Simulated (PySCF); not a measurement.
PBEsol on O²⁺ (oxygen, charge +2)

Configuration: [He] 2s2 2p2, high-spin 3P determinant. All numbers are calculated (PySCF 2.14, no relativity, point nucleus, in aug-cc-pVQZ).

```
Total energy                                                  : -72.9527 hartree
One-electron energy                                           : -92.5988 hartree
Hartree (Coulomb) energy                                      : 26.8069 hartree
Exchange-correlation energy                                   : -7.1608 hartree
Kinetic energy                                                : 72.78271 hartree
⟨S²⟩                                                          : 2.0013
⟨L²⟩                                                          : 2.003
Sum of ⟨r⟩                                                    : 4.447 bohr
Sum of ⟨r²⟩                                                   : 5.091 bohr²
Traceless quadrupole moment −½Σ⟨3z² − r²⟩ along its main axis : 0.458 e·bohr²
Density at the nucleus (Gaussians lack the cusp)              : 308 bohr⁻³
Spin density at the nucleus                                   : -0.317 bohr⁻³
Langevin diamagnetic susceptibility                           : -4.03 ×10⁻⁶ cm³/mol
```

| shell | electrons | mean orbital energy (eV) | rms radius, mean of both spins (bohr) |
| --- | --- | --- | --- |
| 1s α | 1 | -555.42 | 0.232 |
| 1s β | 1 | -553.66 | 0.232 |
| 2s α | 1 | -59.574 | 1.13 |
| 2s β | 1 | -55.159 | 1.13 |
| 2p α | 2 | -44.896 | 1.10 |
